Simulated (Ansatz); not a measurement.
Basis sets compared for Cs₄H₃ (the lowest doublet isomer of a short search). The state is a doublet with charge 0. Geometry PBE0-D4/def2-TZVP. Ansatz on 4 threads of Arm Neoverse V2 on a shared host; times are rough, and most runs start from earlier orbitals.

```xyz
7

Cs   -2.831   -1.892    2.076
Cs    2.417   -0.563    1.097
Cs   -1.264    0.892   -0.921
Cs    3.946    1.893   -2.486
H    -3.590   -0.445   -0.024
H    -0.338   -0.836    1.413
H     1.660    0.951   -1.154
```

In the def2 sets Cs takes a core potential; there is no spin–orbit coupling. The structure comes from a short search, and lower isomers may exist.

Binding counts from free atoms (Cs doublet, H doublet) in the same basis, without a counterpoise term.

```json
{"level": "PBE-D4/def2-SVP", "functions": "111", "energy (Eh)": "-82.3853", "HOMO (eV)": "-1.69", "LUMO (eV)": "-1.22", "binding per atom (eV)": "1.17", "wall time": "4.2 s"}
{"level": "PBE-D4/def2-TZVP", "functions": "134", "energy (Eh)": "-82.4019", "HOMO (eV)": "-1.70", "LUMO (eV)": "-1.21", "binding per atom (eV)": "1.22", "wall time": "4.5 s"}
{"level": "r2SCAN-D4/def2-TZVP", "functions": "134", "energy (Eh)": "-82.4093", "HOMO (eV)": "-1.69", "LUMO (eV)": "-1.07", "binding per atom (eV)": "1.23", "wall time": "12 s"}
{"level": "PBE0-D4/def2-SVP", "functions": "111", "energy (Eh)": "-82.3595", "HOMO (eV)": "-2.03", "LUMO (eV)": "-0.81", "binding per atom (eV)": "1.16", "wall time": "4.9 s"}
{"level": "PBE0-D4/def2-TZVP (with forces)", "functions": "134", "energy (Eh)": "-82.3752", "HOMO (eV)": "-2.03", "LUMO (eV)": "-0.78", "binding per atom (eV)": "1.21", "wall time": "7 s"}
```

**Question.** Estimate the rows for PBE-D4/def2-TZVPD, r2SCAN-D4/def2-TZVPD, PBE0-D4/def2-TZVPD.

**Answer.** 
```csv
level,functions,energy (Eh),HOMO (eV),LUMO (eV),binding per atom (eV),wall time
PBE-D4/def2-TZVPD,155,-82.4030,-1.69,-1.20,1.23,6 s
r2SCAN-D4/def2-TZVPD,155,-82.4105,-1.69,-1.06,1.23,14 s
PBE0-D4/def2-TZVPD,155,-82.3764,-2.03,-0.78,1.22,6.5 s
```
